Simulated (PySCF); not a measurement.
C3H6F2O.

```xyz
12

C      1.6912    -0.9829     0.1961
O      0.9149     0.1352     0.5482
C     -0.3169     0.2409    -0.0206
C     -1.3022    -0.8459     0.3323
F     -0.7928     1.4318     0.3747
F     -0.1911     0.3009    -1.3771
H      1.2947    -1.9173     0.6308
H      1.7648    -1.0940    -0.8975
H      2.6949    -0.8096     0.6035
H     -2.2735    -0.6103    -0.1209
H     -1.4121    -0.8983     1.4232
H     -0.9658    -1.8185    -0.0488
```

Coordinates come from a PBE0-D3(BJ)/def2-SVP optimisation. Other conformers were not sampled.

Computed with PBE/pcSseg-1 (PySCF). Non-relativistic, no solvent.

Question: Give the absolute GIAO shielding of each atom: isotropic value and principal components (ppm). (Estimate from the structure and the level; the computed values follow.)

Answer: 
```csv
atom,σ(iso),σ11,σ22,σ33,span
C1,126.8,96.7,104.1,179.5,82.8
O2,233.1,162.1,226.8,310.4,148.3
C3,46.9,39.6,48.5,52.6,13.0
C4,160.8,140.1,157.4,185.0,44.9
F5,242.8,163.0,242.4,323.0,160.0
F6,256.2,189.0,225.5,354.0,165.0
H7,27.9,23.9,26.2,33.6,9.7
H8,27.6,23.7,25.7,33.4,9.7
H9,27.5,23.8,25.5,33.4,9.6
H10,29.6,26.4,27.7,34.8,8.4
H11,30.0,26.7,27.6,35.9,9.2
H12,29.5,25.6,28.9,33.9,8.2
```
